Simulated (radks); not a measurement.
Problem. The potassium ion K8+ is in [Ne] 3s1. Method: Dirac Kohn-Sham, PBE, spin-unpolarised, spherical densities, finite nucleus; Fermi nuclear charge, rms radius of each element as measured or else 0.836 A^(1/3) + 0.57 fm; computed with a radial shooting solver on a logarithmic mesh with Libxc functionals. Sub-shells are occupied by j as written (lower j first in brackets). One electron is removed from 3s1/2, 2s1/2, 2p1/2, 2p3/2 in turn, with full relaxation. Which removal costs least, and what does each cost?

Solution. 3s1/2 176.00 eV; 2p3/2 475.12 eV; 2p1/2 478.28 eV; 2s1/2 545.13 eV. The 3s1/2 electron leaves first.
